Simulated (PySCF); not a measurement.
Compound: C7H11PS.
SMILES with atom numbers: `[CH2:1]=[CH:2][C:3]1=[CH:4][CH2:5][P@@:6]([CH3:7])(=[S:8])[CH2:9]1` (hydrogens: H10, H11 on C1; H12 on C2; H13 on C4; H14, H15 on C5; H16, H17, H18 on C7; H19, H20 on C9)

The same species was optimised twice, with GFN2-xTB and with PBE0-D3(BJ)/def2-SVP (PySCF), and the same property calculations (PySCF, gas phase) were run on both structures.

```tsv
coordinate	GFN2-xTB	PBE0-D3(BJ)/def2-SVP	change
P6–C7 (Å)	1.836	1.821	-0.015
C3=C4 (Å)	1.338	1.352	+0.014
C1=C2 (Å)	1.329	1.340	+0.011
C2–C3 (Å)	1.449	1.456	+0.007
P6=S8 (Å)	1.937	1.943	+0.006
P6–C9 (Å)	1.851	1.846	-0.005
C4–C5 (Å)	1.492	1.496	+0.004
C5–P6 (Å)	1.854	1.851	-0.003
C3–C9 (Å)	1.505	1.507	+0.002
C5–P6–C9 (°)	92.8	93.5	+0.7
C2–C3–C9 (°)	121.2	121.8	+0.6
C7–P6–S8 (°)	115.3	114.8	-0.5
C2–C3–C4 (°)	123.3	122.9	-0.4
C3–C9–P6 (°)	104.1	104.5	+0.4
C4–C5–P6 (°)	103.3	103.6	+0.3
C5–P6–S8 (°)	118.7	119.0	+0.3
C5–P6–C7 (°)	104.0	103.8	-0.2
C1–C2–C3–C4 (°)	-175	-179	-4
```

Rotational constants: A = 2330, B = 701.7, C = 659.0 MHz (GFN2-xTB) against A = 2325, B = 696.9, C = 653.8 MHz (PBE0-D3(BJ)/def2-SVP). Point groups within 0.08 Å: C1 and C1.

On the GFN2-xTB structure: HOMO (eV) -6.42 [PBE0/pcSseg-1]; LUMO (eV) -1.20 [PBE0/pcSseg-1]; dipole (D) 4.74 [PBE0/pcSseg-1]; GIAO shielding of C1 (ppm) 63.9 [PBE0/pcSseg-1]; GIAO shielding of C2 (ppm) 44.2 [PBE0/pcSseg-1]; GIAO shielding of C3 (ppm) 39.5 [PBE0/pcSseg-1]; GIAO shielding of C4 (ppm) 51.5 [PBE0/pcSseg-1]; GIAO shielding of C5 (ppm) 140.7 [PBE0/pcSseg-1]; GIAO shielding of P6 (ppm) 270.8 [PBE0/pcSseg-1]; GIAO shielding of C7 (ppm) 163.6 [PBE0/pcSseg-1]; GIAO shielding of S8 (ppm) 719.9 [PBE0/pcSseg-1].

**Question.** What do these properties become on the PBE0-D3(BJ)/def2-SVP structure?

**Answer.** 
```
                                    property          level  on GFN2-xTB  on PBE0-D3(BJ)/def2-SVP  change
                                   HOMO (eV)  PBE0/pcSseg-1        -6.42                    -6.41   +0.01
                                   LUMO (eV)  PBE0/pcSseg-1        -1.20                    -1.28   -0.08
                                  dipole (D)  PBE0/pcSseg-1         4.74                     4.76   +0.02
energy, GFN2-xTB geometry as zero (kcal/mol)  PBE0/pcSseg-1          0.0                     -0.4    -0.4
                  GIAO shielding of C1 (ppm)  PBE0/pcSseg-1         63.9                     60.6    -3.3
                  GIAO shielding of C2 (ppm)  PBE0/pcSseg-1         44.2                     41.6    -2.6
                  GIAO shielding of C3 (ppm)  PBE0/pcSseg-1         39.5                     36.6    -2.9
                  GIAO shielding of C4 (ppm)  PBE0/pcSseg-1         51.5                     48.3    -3.2
                  GIAO shielding of C5 (ppm)  PBE0/pcSseg-1        140.7                    140.2    -0.5
                  GIAO shielding of P6 (ppm)  PBE0/pcSseg-1        270.8                    271.8    +1.0
                  GIAO shielding of C7 (ppm)  PBE0/pcSseg-1        163.6                    162.0    -1.6
                  GIAO shielding of S8 (ppm)  PBE0/pcSseg-1        719.9                    716.3    -3.6
```

The heavy atoms differ by 0.024 Å rms after alignment. Among bonds between heavy atoms C3=C4 and P6–C7 change most and about equally (-0.015 to +0.014 Å). Changes are differences of the printed values. Neither structure is proved a minimum here.
